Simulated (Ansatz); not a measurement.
Reaction: BNH3F (SMILES NBF) → BNH3 (SMILES [BH]N, doublet) + F (doublet) (the B-F bond breaks)
Each species at its own B3LYP-D3(BJ)/def2-TZVP minimum (Ansatz, a first-principles code), one conformer.

Total energies in hartree (Ansatz). Open shells are spin-unrestricted; no spin-orbit coupling. Correlated methods leave the cores frozen. No relativity.

```csv
species,HF/cc-pVTZ,CCSD(T)/cc-pVTZ,HF/cc-pVQZ,CCSD(T)/cc-pVQZ,CCSDT(Q)/cc-pVTZ
1: BNH3F (SMILES NBF),-180.49770,-181.10064,-180.51216,-181.15803,-181.10173
"2: BNH3 (SMILES [BH]N, doublet)",-80.88542,-81.21302,-80.89150,-81.23720,-81.21407
3: F (doublet),-99.40552,-99.62036,-99.41377,-99.65026,-99.62061
```

Question: Work out the bond dissociation energy (electronic) in kcal/mol: take Hartree-Fock from cc-pVQZ, extrapolate the CCSD(T) correlation energy as X^-3 (X = 3, 4), and add CCSDT(Q) - CCSD(T) in cc-pVTZ. 1 hartree = 627.51 kcal/mol.

Answer: 
Species 1: correlation (64·(-0.64587) - 27·(-0.60294))/37 = -0.67720; step -0.00109; E1 = -180.51216 + (-0.67720) + (-0.00109) = -181.19045
Species 2: correlation (64·(-0.34570) - 27·(-0.32760))/37 = -0.35891; step -0.00105; E2 = -80.89150 + (-0.35891) + (-0.00105) = -81.25146
Species 3: correlation (64·(-0.23649) - 27·(-0.21484))/37 = -0.25229; step -0.00025; E3 = -99.41377 + (-0.25229) + (-0.00025) = -99.66631
-1·E1 +1·E2 +1·E3 = 0.27268 hartree = 171.1 kcal/mol.
